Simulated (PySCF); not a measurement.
**Shifts of the heteroatoms**

Mapped SMILES: `[CH3:1][CH2:2][SiH2:3]/[C:4]([F:5])=[CH:6]\[SiH2:7][O:8][SiH3:9]`. Each H is labelled by its parent atom.

[PySCF 2.14: GFN2-xTB structure; NMR shieldings at PBE0/pcSseg-1/GIAO; single conformer; fast rotation and ring inversion assumed for equivalent nuclei; gas phase; no relativistic terms]

(1) Where does ¹⁹F resonate?

(2) Where does ²⁹Si resonate?

(3) Predict the ¹⁷O NMR data.

## Answers

(1) 
| atoms | environment | σ (ppm) | δ (ppm) |
| --- | --- | --- | --- |
| F5 | vinylic fluorine | 208.9 | -42.4 |

Shieldings were converted by a linear fit to measured shifts: ¹⁹F: δ = 146.13 − 0.903σ +14.6 on sp3 carbon (rms 6.0 ppm, 223 shifts, 7.0 ppm with the 5 outliers that the fit left out vs CFCl3, solution or neat liquid). A few per cent of atoms miss by over 2 rms, more outside the fitted compound classes.

On a 400 MHz spectrometer ¹⁹F resonates near 376.4 MHz, so 1 ppm is 376.4 Hz.

(2) 
```json
{"atoms": "Si7", "environment": "silicon bonded to C, O, 2 H", "σ (ppm)": "384.6", "δ (ppm)": "-36.1"}
{"atoms": "Si9", "environment": "silicon bonded to O, 3 H", "σ (ppm)": "393.2", "δ (ppm)": "-43.2"}
{"atoms": "Si3", "environment": "silicon bonded to 2 C, 2 H", "σ (ppm)": "395.7", "δ (ppm)": "-45.3"}
```

Shieldings were converted by a linear fit to measured shifts: ²⁹Si (scatter 8.9 ppm rms, 25.8 ppm with the 6 outliers that the fit left out vs TMS, solution or neat liquid). Occasional misses reach two or three times the rms, and more in compound classes unlike the fitted ones.

On a 500 MHz spectrometer ²⁹Si resonates near 99.3 MHz, so 1 ppm is 99.3 Hz.

(3) 
| atoms | environment | σ (ppm) | δ (ppm) |
| --- | --- | --- | --- |
| O8 | oxygen bonded to 2 Si | 321.9 | -26.5 |

Shieldings were converted by a linear fit to measured shifts: ¹⁷O: δ = 266.70 − 0.911σ (rms 10.7 ppm, 155 shifts, 12.2 ppm with the 3 outliers that the fit left out vs liquid water, solution or neat liquid). A few per cent of atoms miss by over 2 rms, more outside the fitted compound classes.

On a 300 MHz spectrometer ¹⁷O resonates near 40.7 MHz, so 1 ppm is 40.7 Hz.
